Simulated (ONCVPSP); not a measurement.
# What one change does to a pseudopotential (O, ONCV)

| Item | Value |
| --- | --- |
| Element | oxygen |
| Generator | ONCVPSP 4.0.1 |
| Type | optimised norm-conserving Vanderbilt (ONCV) |
| Functional | revPBE |
| Relativity | scalar-relativistic |
| Frozen core | [He] |
| Valence charge | 6 |
| Reference configuration | 2s2 2p3 (charge +1) |
| Partial waves | 2s: rc 0.70 bohr, ncon 3, nbas 7, qcut 10.1 1/bohr, 1 projector; 2p: rc 1.65 bohr, ncon 3, nbas 6, qcut 8.4 1/bohr, 3 projectors, debl 3.3 Ha; d scattering state at 0.45 Ha: rc 1.75 bohr, ncon 4, nbas 6, qcut 5 1/bohr, 1 projector |
| Local potential | polynomial inside 0.55 bohr (lpopt 5, dvloc0 0 Ha) |
| Core correction | Teter function, fcfact 2.25, rcfact 1.25 |

Change: all radii but the core radius scaled by about 1.34 (s 0.94, p 2.20, d 2.34 bohr); local potential polynomial inside 0.74 bohr (lpopt 5, dvloc0 0 Ha).

Cutoffs: the cutoffs (Ha) at which the residual kinetic energy of the hardest occupied pseudo-wave falls to 1 and 0.1 mHa per electron; they do not see the model core or the augmentation charge, which bear on the density cutoff. Errors are all-electron minus pseudo energies relative to the spin-unpolarised reference configuration.

Problem. What does the change do?

Solution. The potential gets softer (43 Ha and 55 Ha → 37 Ha and 45 Ha); of the 4 tests that both files solve, the error grows in 4 and shrinks in 0 by more than 15 % and 0.3 meV (median size 511.4 → 1235.4 meV); neither file shows a bound ghost. A larger radius leaves more room for a smooth pseudo-wave, so fewer plane waves are needed. More of the atom is replaced by a form fitted at one configuration, so other configurations suffer.

```tsv
quantity	base	changed
cutoff, loose	43 Ha	37 Ha
cutoff, tight	55 Ha	45 Ha
loose cutoff by channel	s 43 Ha, p 25 Ha	s 37 Ha, p 17 Ha
bound ghosts	none	none
GHOST(+) flags under 300 eV	d at 74.1 eV	d at 67.2 eV
error for 2s2 2p4, meV [ΔE -16.37 eV]	+47	+138
error for 2s2 2p2, meV [ΔE 33.52 eV]	+144	+373
error for 2s2 2p1, meV [ΔE 87.31 eV]	+879	+2098
error for 2s2 2p0, meV [ΔE 164.08 eV]	+2830	+6231
rms error of d²Exc/dni dnj with the model core, mHa	2.02	1.57
```
